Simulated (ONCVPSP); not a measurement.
**rubidium (Rb): one change to an ONCV potential, before and after**

Rb (Z = 37), optimised norm-conserving Vanderbilt (ONCV), made with ONCVPSP 4.0.1 (PBEsol, non-relativistic). Core [Ar] 3d10, reference 4s2 4p6 5s1. Waves: 4s+5s: rc 2.00 bohr, ncon 4, nbas 9, qcut 4.8 1/bohr, 2 projectors; 4p: rc 2.40 bohr, ncon 3, nbas 7, qcut 6.3 1/bohr, 2 projectors, debl 1 Ha; d scattering state at 0.3 Ha: rc 2.45 bohr, ncon 4, nbas 9, qcut 4.2 1/bohr, 2 projectors, debl 2.3 Ha. Local part: polynomial inside 1.35 bohr (lpopt 5, dvloc0 -1 Ha). Core correction: Teter function, fcfact 2, rcfact 1.1.

Change: all radii but the core radius scaled by about 1.13 (s 2.26, p 2.72, d 2.78 bohr); local potential polynomial inside 1.54 bohr (lpopt 5, dvloc0 -1 Ha).

Cutoffs: the cutoffs (Ha) at which the residual kinetic energy of the hardest occupied pseudo-wave falls to 1 and 0.1 mHa per electron; they do not see the model core or the augmentation charge, which bear on the density cutoff. Errors are all-electron minus pseudo energies relative to the spin-unpolarised reference configuration.

Q: What does the change do?

A: The potential gets softer (9.3 Ha and 12 Ha → 8.1 Ha and 9.9 Ha); the errors of the 4 common tests hardly move; neither file shows a bound ghost. A larger radius leaves more room for a smooth pseudo-wave, so fewer plane waves are needed.

| quantity | base | changed |
| --- | --- | --- |
| cutoff, loose | 9.3 Ha | 8.1 Ha |
| cutoff, tight | 12 Ha | 9.9 Ha |
| loose cutoff by channel | s 9.3 Ha, p 6.5 Ha | s 8.1 Ha, p 6.6 Ha |
| bound ghosts | none | none |
| GHOST(+) flags under 300 eV | s at 96.9 eV | s at 91.8 eV |
| error for 4s2 4p6 5s0, meV [ΔE 4.00 eV] | -0.1 | -0.1 |
| error for 4s2 4p6 5s0.5, meV [ΔE 1.54 eV] | 0.0 | 0.0 |
| error for 4s2 4p6 5s0 5p1, meV [ΔE 1.43 eV] | 0.0 | -0.1 |
| error for 4s2 4p5 5s1, meV [ΔE 21.21 eV] | -7.9 | -7.3 |
| rms error of d²Exc/dni dnj with the model core, mHa | 1.28 | 1.25 |
